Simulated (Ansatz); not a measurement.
A structure relaxed at PBE0-D4/def2-TZVP, charge 0, multiplicity 1:

Cartesian coordinates in Å:
```
F 1.6972 0.6614 -0.7035
C 1.1553 1.1812 0.4510
C -0.1377 0.5668 0.8439
C -0.8413 -0.3916 0.2646
F -1.9946 -0.7789 0.8212
C -0.5506 -1.1660 -0.9822
F -0.4847 -2.4881 -0.6852
F -1.5725 -1.0053 -1.8595
H 1.8889 1.0429 1.2537
H 1.0216 2.2585 0.2994
H -0.5601 0.9814 1.7557
H 0.3786 -0.8621 -1.4591
```

Question: Give its formula and SMILES.

Answer: C4H4F4, `FC/C=C(/F)C(F)F`.

Question: Point group (tolerance 0.08 Å, 0.16 Å for H)?

Answer: Cs.

Question: Summarise the bond lengths by kind.

Answer: 4 × C–F 1.338 to 1.377 Å; 3 × C–C 1.323 to 1.496 Å; 4 × C–H 1.087 to 1.096 Å.

Program: Ansatz 0.2.0.
